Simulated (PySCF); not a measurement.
H4N, SMILES [NH4+], charge +1.

Geometry optimised at r2SCAN-D4/def2-TZVPD.

Method: PBE/def2-TZVPD (PySCF).

Symmetry labels are those of the subgroup D2 that the program uses (full group Td).

Q: List the valence orbital energies around the gap with their symmetry. (Estimate from the structure and the level; the computed values follow.)

A: 
```csv
orbital,symmetry,energy (eV)
HOMO−4,A,-390.58
HOMO−3,A,-31.76
HOMO−2,B1,-21.02
HOMO−1,B2,-21.02
HOMO,B3,-21.02
LUMO,A,-6.86
LUMO+1,B1,-4.65
LUMO+2,B2,-4.65
LUMO+3,B3,-4.65
```
